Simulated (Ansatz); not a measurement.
A structure relaxed at PBE-D4/def2-SVP in Ansatz, charge 0, singlet:

```xyz
34

Ga   -3.473   -0.011   -1.432
Ga    3.553    1.177   -0.800
Ga    0.250   -1.232   -1.966
Ga   -0.505    2.276   -0.160
Ga   -2.724    0.436    2.549
Ga    0.989   -0.793    1.959
Ga   -1.954   -3.125    0.719
P     1.837    2.831   -0.661
P    -1.129    0.673   -1.776
P    -3.163   -1.049    0.712
P     2.525   -0.364   -2.306
P     3.197    0.035    1.266
P     0.262   -2.181    0.194
P    -0.442    1.081    1.874
H    -3.747   -1.091   -2.555
H    -4.275    1.346   -1.297
H     5.012    1.660   -1.129
H    -0.009   -2.198   -3.182
H    -1.266    3.653   -0.171
H    -3.573    1.764    2.424
H    -2.534   -0.368    3.898
H     1.223   -1.465    3.362
H    -2.327   -4.007   -0.539
H    -1.812   -3.696    2.188
H     1.932    3.600   -1.866
H     2.326    3.830    0.240
H    -1.030    1.344   -3.038
H    -4.494   -1.491    1.012
H     2.664    0.206   -3.612
H     3.458   -1.438   -2.468
H     4.169   -1.016    1.307
H     3.773    0.865    2.280
H     1.212   -3.253    0.135
H     0.076    2.002    2.842
```

Give its formula and point group.

Ga₇P₇H₂₀, a nanocrystal cut from zinc blende GaP (hydrogen-capped). Point group C3v (tolerance 0.1 Å).

Summarise the bond lengths by kind (pairs closer than 1.2 times the sum of covalent radii, bridged metal pairs left out).

18 × Ga–P 2.36 to 2.47 Å; 10 × H–P 1.43 Å; 10 × Ga–H 1.57 to 1.58 Å.

Single mean-field runs in def2-SVP are fitted with def2-universal-jkfit.
